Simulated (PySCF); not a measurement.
## Simulated absorption spectrum

Compound: C6H8N2.
SMILES: `C(/C=C)=N/N=C/C=C`

Level of theory: PySCF, TDDFT CAM-B3LYP/def2-SVPD, vertical, gas phase, core orbitals frozen in the response. Isolated species at its GFN2-xTB geometry (one conformer only). Torsions of this conformer, `[CH2:1]=[CH:2]/[CH:3]=[N:4]\[N:5]=[CH:6]\[CH:7]=[CH2:8]`: C1–C2–C3–N4 -178°, C3–N4–N5–C6 105°, N5–C6–C7–C8 178°.

Broadening: Gaussians 0.5 eV wide at half height, area fixed by f = 4.319×10⁻⁹ ∫ε dν̃. The width is an assumption, not a result. The curve ends short of the highest state used, and states not computed would add to its high-energy end.

E (eV), ε (L mol⁻¹ cm⁻¹) and a bar:
```
     3.37          7 
     3.45         24 
     3.54         84 
     3.63        243 
     3.71        540 
     3.80       1127 #
     3.89       1981 #
     3.97       2847 #
     4.06       3686 ##
     4.15       4111 ##
     4.23       4040 ##
     4.32       3552 ##
     4.41       2940 #
     4.49       2741 #
     4.58       3774 ##
     4.66       6957 ###
     4.75      14660 #######
     4.84      27564 ############
     4.92      42153 ###################
     5.01      57812 ##########################
     5.10      66903 ##############################
     5.18      66425 ##############################
     5.27      57132 ##########################
     5.36      43053 ###################
     5.44      30579 ##############
     5.53      19211 #########
     5.62      11212 #####
     5.70       6488 ###
     5.79       3181 #
     5.88       1373 #
     5.96        578 
     6.05        200 
     6.14         96 
     6.22        122 
     6.31        253 
     6.40        509
```

Question: Locate the maxima and give the states behind the curve.

Answer: 297 nm (4.18 eV), ε about 4100, made up of S1 (76%) and S2 (24%); 241 nm (5.13 eV), ε about 68000, made up of S3 (95%) (ε in L mol⁻¹ cm⁻¹; maxima over ε = 5, shares over 10%). At its high-energy end, 6.40 eV, the curve is still rising (ε about 510, from S5, S6 and S7). The states used: S1 4.12 eV (f 0.061); S2 4.37 eV (f 0.027); S3 5.12 eV (f 1.196); S4 5.45 eV (f 0.186); S5 6.61 eV (f 0.0070); S6 6.75 eV (f 0.010); S7 6.89 eV (f 0.028); S8 7.00 eV (f 0.023).

Question: Coming from long wavelengths, where does ε first pass 100 L mol⁻¹ cm⁻¹?

Answer: At about 349 nm (3.56 eV), 0.56 eV below S1.

Question: What would ε be at 5.13 eV, the highest of these maxima, with half the width (0.25 eV)?

Answer: About 129000 L mol⁻¹ cm⁻¹ against 67700, a factor of about 1.9; a lone state at its own centre would give exactly 2.

Question: On this curve, what absorbance would a 10⁻⁵ mol/L sample give at 248 nm over a 1 cm path?

Answer: 248 nm is 4.999 eV, where ε is about 56000 L mol⁻¹ cm⁻¹, so A = ε c l ≈ 0.56 (Beer–Lambert, with the gas-phase spectrum and the assumed width).

Time: 39 s of wall time; peak memory 1.0 GiB. Hardware: Arm Neoverse V2, one thread, shared host with 96 logical CPUs at a one-minute load of 35.
